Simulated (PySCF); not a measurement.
A structure optimised at PBE-D3(BJ)/def2-TZVP, used in a PySCF frequency run:

```xyz
6

B     -0.4865     0.0013     0.0000
H     -1.6890     0.0573     0.0000
O      0.1010    -1.2307     0.0000
H      1.0735    -1.1670     0.0000
O      0.3064     1.1254     0.0000
H     -0.2117     1.9451     0.0000
```

Write its SMILES, formula and point group.

OBO, BH3O2, Cs

What are its rotational constants (standard atomic weights)?

61.417, 10.160, 8.7176 GHz
